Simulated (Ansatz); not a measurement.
`C=[CH][AlH][CH3]` + H–F → `C=[CH][AlH][F]` + CH₄  (ligand exchange at the Al–C bond)

Gas-phase electronic energies from Ansatz, PBE0-D4/def2-TZVP geometries. CBS: MP2 limit from def2 TZ/QZ plus the TZ coupled-cluster correction, frozen cores. This one scheme is used for every species. Functionals use def2-TZVPP. B3LYP here is the variant with VWN-RPA as its local correlation; programs differ in this. HSE06 is defined as in plane-wave codes. One conformer a species, not always the lowest.

`C=[CH][AlH][CH3]`:

Z-matrix (Å, degrees):
```
C
Al 1 1.954
H 1 1.092 2 112.4
H 1 1.095 2 111.3 3 -120.9
H 1 1.095 2 111.2 3 120.7
C 2 1.945 1 118.6 3 179.2
H 2 1.592 1 121.6 3 -0.8
C 6 1.336 2 120.8 1 -0.1
H 6 1.091 2 122.8 1 179.9
H 8 1.089 6 121.8 2 -0.0
H 8 1.089 6 123.1 2 180.0
```

H–F:

Z-matrix (Å, degrees):
```
F
H 1 0.920
```

`C=[CH][AlH][F]`:

Z-matrix (Å, degrees):
```
C
C 1 1.336
H 1 1.089 2 121.9
H 1 1.089 2 123.0 3 -180.0
Al 2 1.926 1 117.9 3 0.0
H 2 1.089 1 117.5 3 -180.0
F 5 1.652 2 120.4 1 179.9
H 5 1.578 2 121.7 1 -0.1
```

CH₄:

```xyz
5

C     0.000    0.000    0.000
H     0.364   -0.798    0.646
H    -0.115   -0.379   -1.015
H     0.714    0.823    0.002
H    -0.963    0.354    0.367
```

| level | ΔE (kcal/mol) |
| --- | --- |
| B3LYP-D4 | -49.0 |
| HSE06-D4 | -45.9 |
| CAM-B3LYP-D4 | -49.9 |
| PBE-QIDH | -47.4 |
| BHLYP | -51.1 |
| CAM-B3LYP | -50.8 |
| CCSD/def2-TZVPP | -48.3 |
| CCSD(T)/def2-TZVPP | -47.7 |

(1) What does CCSD(T)/CBS give? (Best estimate.)

Largest T1 diagnostic among the species: 0.012.

Answers

(1) Ansatz gave: -47.5 kcal/mol. The listed levels differ from it by -1.5, 1.6, -2.4, 0.1, -3.6, -3.3, -0.8, -0.2 kcal/mol.

In def2-TZVPP, CCSD(T) changes the Hartree–Fock value by +4.5 kcal/mol (the triples alone add +0.6 kcal/mol) and MP2 by +4.1 kcal/mol. At CCSD(T), def2-SVP lies −3.1 kcal/mol from the extrapolated value and def2-TZVPP −0.2 kcal/mol.
